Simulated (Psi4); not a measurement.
SnHCl3 (SMILES [Cl][SnH]([Cl])[Cl]): the dipole moment, rung by rung

The species is SnHCl3 (5 atoms), meant as a singlet with charge 0. As SMILES, `[Cl][SnH]([Cl])[Cl]`. Geometry: optimised at PBE0/def2-TZVP.

Quantity: the dipole moment, in D. The values are calculated.

| level | kind | program | value (D) |
| --- | --- | --- | --- |
| PBE-D4/def2-TZVPP (density fitting, core potential) | GGA | Psi4 | 1.91 |
| r2SCAN-D4/def2-TZVPP (density fitting, core potential) | meta-GGA | Psi4 | 2.02 |
| B3LYP-D4/def2-TZVPP (density fitting, core potential) | global hybrid | Psi4 | 2.00 |
| PBE0-D4/def2-TZVPP (density fitting, core potential) | global hybrid | Psi4 | 2.04 |
| wB97M-V/def2-TZVPP (density fitting, core potential) | range-separated hybrid | Psi4 | 2.04 |

The values span 1.91 to 2.04 D. Magnitudes only.
